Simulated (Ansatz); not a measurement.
Species: C5H8, SMILES `CCC1C=C1` (C–C–C–C torsion 147°) (charge 0, multiplicity 1), formula C$_{5}$H$_{8}$.

**Question.** How many basis functions does frozen-core CCSD(T)/cc-pVTZ // B3LYP-D3(BJ)/def2-TZVP (Ansatz, an electronic-structure program) use, how many core orbitals are frozen, and how many electrons are correlated?

**Answer.** 262 basis functions and 5 frozen orbitals, which leaves 28 correlated electrons. Core time is of the order of minutes.
